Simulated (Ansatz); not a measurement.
Reaction (ligand exchange at the Si–O bond): `N[SiH](O)[SiH3]` + CH₃SH → `CS[SiH](N)[SiH3]` + H₂O

Gas-phase electronic energies from Ansatz, PBE0-D4/def2-TZVP geometries. CCSD(T)/CBS adds triple-zeta CCSD(T) − MP2 to the extrapolated MP2 energy (def2 sets, frozen cores). This one scheme is used for every species. One conformer a species, not always the lowest.

`N[SiH](O)[SiH3]`:

Z-matrix (Å, degrees):
```
Si
O 1 1.654
Si 1 2.339 2 103.5
N 1 1.709 2 115.4 3 121.1
H 1 1.491 2 110.4 3 -121.8
H 2 0.959 1 117.3 3 -177.8
H 3 1.487 1 112.3 2 -47.4
H 3 1.489 1 109.8 2 -168.2
H 3 1.491 1 109.8 2 73.3
H 4 1.005 1 122.7 2 104.2
H 4 1.005 1 124.1 2 -68.0
```

CH₃SH:

```xyz
6

C    -0.234    0.272   -0.336
S     1.001   -0.049    0.942
H    -0.097   -0.380   -1.197
H    -0.080    1.303   -0.653
H    -1.247    0.176    0.054
H     0.656   -1.322    1.190
```

`CS[SiH](N)[SiH3]`:

Z-matrix (Å, degrees):
```
C
S 1 1.816
H 1 1.089 2 111.0
H 1 1.089 2 110.4 3 122.2
H 1 1.090 2 107.0 3 -119.0
Si 2 2.128 1 100.5 3 -75.6
Si 6 2.344 2 112.1 1 62.0
N 6 1.717 2 110.2 1 -57.3
H 6 1.492 2 101.4 1 179.5
H 7 1.489 6 110.7 2 -46.5
H 7 1.491 6 111.4 2 -166.3
H 7 1.487 6 109.8 2 73.4
H 8 1.008 6 121.0 2 -59.3
H 8 1.007 6 120.8 2 150.8
```

H₂O:

Cartesian coordinates in Å:
```
O 0.249 0.171 -0.245
H -0.494 0.575 0.209
H 0.245 -0.746 0.036
```

| species | CCSD(T)/CBS(def2) energy (Eh) |
| --- | --- |
| `N[SiH](O)[SiH3]` | -712.31896 |
| CH₃SH | -438.22835 |
| `CS[SiH](N)[SiH3]` | -1074.15652 |
| H₂O | -76.37941 |

Work out ΔE.

ΔE = (-1074.15652) + (-76.37941) − (-712.31896) − (-438.22835) = 0.01138 Eh = +29.9 kJ/mol.

Largest T1 diagnostic among the species: 0.012.

In def2-TZVPP, CCSD(T) changes the Hartree–Fock value by −24.0 kJ/mol (the triples alone add −4.9 kJ/mol) and MP2 by −29.0 kJ/mol. The D4 term adds −14.0 kJ/mol with B3LYP and −8.1 kJ/mol with PBE0; it sums over pairs of atoms, weighted by their polarisabilities, and B3LYP, whose exchange is more repulsive, gets the larger term.

B3LYP here is the variant with VWN-RPA as its local correlation; programs differ in this.
